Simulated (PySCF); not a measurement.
# CsF: frontier orbitals

B2PLYP at R = 2.358 Å; PySCF, scalar-relativistic core potentials, basis sets Cs def2-TZVPP with ECP46, F def2-TZVPP. State: ¹Σ⁺ (singlet), closed shell. Only the outer orbitals are listed, counted within each symmetry, core potentials removing the inner ones.

| orbital | occ. | ε (eV) | on Cs (%) | main shells (%) |
| --- | --- | --- | --- | --- |
| 2σ | 2 | -31.12 | 73 | 73 Cs s, 27 F s |
| 3σ | 2 | -29.74 | 29 | 72 F s, 27 Cs s |
| 1π | 2 | -15.40 | 100 | 100 Cs p |
| 1π | 2 | -15.40 | 100 | 100 Cs p |
| 4σ | 2 | -15.20 | 91 | 91 Cs p |
| 2π | 2 | -8.46 | 3 | 97 F p |
| 2π | 2 | -8.46 | 3 | 97 F p |
| 5σ | 2 | -8.14 | 12 | 88 F p, 8 Cs p |
| 6σ | 0 | -0.51 | 100 | 83 Cs s, 17 Cs p |
| 3π | 0 | 0.37 | 100 | 80 Cs p, 20 Cs d |
| 3π | 0 | 0.37 | 100 | 80 Cs p, 20 Cs d |

Task: Which are the highest filled and the lowest empty level, where do they sit, and how wide is the gap?

Result: Highest filled 5σ at -8.14 eV (in %: 88 F p, 8 Cs p); lowest empty 6σ at -0.51 eV (in %: 83 Cs s, 17 Cs p); the gap at B2PLYP is 7.63 eV.

| Item | Value |
| --- | --- |
| bond order (Mayer) | 0.31 |
| ⟨S²⟩ | 0.000 |
| charge on Cs (Mulliken, basis-dependent) | 0.78 |
| charge on Cs (Löwdin, basis-dependent) | 0.72 |
| dipole moment (positive dipole means Cs(−)F(+)) | -8.03 D |

Correlated steps freeze 1 core orbital. Spin–orbit coupling is left out. B2PLYP dipoles, levels and charges come from its SCF part alone.
